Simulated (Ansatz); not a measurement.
Z-matrix (Å, degrees):
```
N
Sc 1 1.940
H 1 1.013 2 125.9
H 1 1.013 2 125.8 3 179.9
Cl 2 2.300 1 116.3 3 -0.0
Cl 2 2.300 1 116.3 3 -180.0
```

The species carries charge 0 and has multiplicity 1.

(1) List the ωB97M-V/def2-TZVPP orbital energies in eV (Ansatz 0.2.0). (Estimate.)

## Answers

(1) The calculation gave: Occupied: -4412.98, -2771.31, -2771.31, -486.85, -401.22, -401.19, -401.15, -394.31, -261.72, -261.72, -199.12, -199.12, -199.10, -199.10, -199.09, -199.09, -62.23, -39.88, -39.82, -39.74, -25.92, -24.75, -24.58, -16.11, -13.36, -12.48, -11.99, -11.57, -11.53, -11.46, -11.25, -10.47. Lowest empty: -0.72, 0.48, 0.81, 1.09, 1.30, 1.46, 1.72, 2.43.
